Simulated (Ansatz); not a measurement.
NaF+, multiplicity 2 (lowest of 2S+1 = 2, 4 at CCSD(T)/def2-TZVPP on PBE0 minima; our sources give no spin for the ground state, which may be another), most abundant isotopes (18.9984 and 22.9898 u). Constants from fifth-degree fits in 1/R to seven points on the lowest solution found; no spin–orbit coupling, no relativity up to Kr; ω_e x_e and α_e move by some per cent with the fit.

Correlated levels freeze the inner cores; with def2 sets outer-core shells near the valence are correlated too.

Codes used: Ansatz (Gaussian basis) for Hartree–Fock, density functionals and correlated methods. 

```json
[
 {"level": "PBE/def2-TZVPP", "r_e (Å)": "2.5064", "ω_e (cm⁻¹)": "141.3", "ω_e x_e (cm⁻¹)": "4.69", "α_e (cm⁻¹)": "0.00972"},
 {"level": "CCSD(T)/def2-QZVPP", "r_e (Å)": "2.4495", "ω_e (cm⁻¹)": "142.6", "ω_e x_e (cm⁻¹)": "4.39", "α_e (cm⁻¹)": "0.0113"}
]
```

### Question
Derive the rotational constants, the centrifugal constant, the fundamental, the zero-point energy and the force constant.

### Answer

μ = 10.40219 u.
- PBE/def2-TZVPP: B_e = 16.8576/(μ r_e²) = 0.25796 cm⁻¹; B₀ = B_e − α_e/2 = 0.25310 cm⁻¹; D = 4B_e³/ω_e² = 3.44e-06 cm⁻¹; fundamental ω_e − 2ω_e x_e = 132 cm⁻¹; zero-point energy ω_e/2 − ω_e x_e/4 = 69 cm⁻¹; k = μ(2πcω_e)² = 12.2 N/m
- CCSD(T)/def2-QZVPP: B_e = 16.8576/(μ r_e²) = 0.27009 cm⁻¹; B₀ = B_e − α_e/2 = 0.26443 cm⁻¹; D = 4B_e³/ω_e² = 3.88e-06 cm⁻¹; fundamental ω_e − 2ω_e x_e = 134 cm⁻¹; zero-point energy ω_e/2 − ω_e x_e/4 = 70 cm⁻¹; k = μ(2πcω_e)² = 12.5 N/m

Ansatz is a program for electronic structure.
